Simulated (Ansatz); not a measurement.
CH3ClSSi, SMILES `Cl[SiH]1CS1` at its PBE0-D4/def2-TZVP geometry, where that method's forces vanish. The species carries charge 0 and has multiplicity 1.

```xyz
7

Cl    2.3637    0.8044   -0.3550
Si    0.5149    0.5059    0.4450
C    -0.6291   -0.6714   -0.3576
S    -1.1802    1.1134   -0.5710
H     0.5975    0.6478    1.9080
H    -0.3416   -1.1348   -1.2966
H    -1.3252   -1.2653    0.2271
```

**Question.** What forces (eV/Å) does r2SCAN-D4/def2-TZVPP give on these atoms in the Gaussian-basis code of Ansatz? (Best estimate.)

**Answer.** The calculation gave: 
```
Cl1  0.071  0.007 -0.026
Si2  0.009  0.005  0.068
C3   0.064 -0.208  0.040
S4  -0.121  0.198 -0.049
H5  -0.009 -0.011 -0.019
H6  -0.012  0.002  0.008
H7  -0.003  0.009 -0.023
```
